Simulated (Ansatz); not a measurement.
Born–Oppenheimer molecular dynamics of CH2BrClOSi (7 atoms, charge 0, multiplicity 1). It starts at the highest image of a converged band, a first-order saddle point between two minima.

Level of theory: RKS PBE0-D4/def2-SVP in Ansatz 0.2.0.

| Item | Value |
| --- | --- |
| ensemble | NVE (velocity Verlet) |
| time step | 0.5 fs |
| steps asked | 168 |
| starting velocities drawn for | 300 K |
| seed | 10353 |

First frame:

```xyz
7
Properties=species:S:1:pos:R:3
Cl -0.048 -1.349 1.599
C -0.131 -0.645 -0.018
Br -0.948 -1.865 -1.287
O 1.045 -0.136 -0.418
Si -0.472 1.242 -0.088
H -0.108 1.727 1.298
H 0.724 0.959 -1.131
```

(1) How far do the bonds stretch over the last three quarters of this one trajectory? (Pairs bonded in most of those frames.)

Results:

(1) 
| bond | mean (Å) | spread (Å) | shortest | longest |
| --- | --- | --- | --- | --- |
| Cl1–C2 | 1.804 | 0.068 | 1.70 | 1.93 |
| C2–Br3 | 1.953 | 0.031 | 1.90 | 2.00 |
| C2–O4 | 1.426 | 0.118 | 1.24 | 1.58 |
| C2–Si5 | 2.000 | 0.084 | 1.90 | 2.12 |
| O4–H7 | 0.996 | 0.061 | 0.90 | 1.09 |
| Si5–H6 | 1.550 | 0.055 | 1.46 | 1.63 |

Mean temperature of the second half: 1033 K. The conserved energy stayed within 0.6 meV per atom of its start (net change -0.33 meV per atom), so the integration is sound. The system heated up, since it started high on the potential surface and ran downhill. A run of 0.084 ps of so small a system gives no equilibrium averages. The orbitals stay closed-shell, which can raise the energy where a bond breaks towards radicals; this wasn't checked here.

The run took 9.1 min on 2 threads of Arm Neoverse V1 (shared host), peak memory 0.26 GiB.
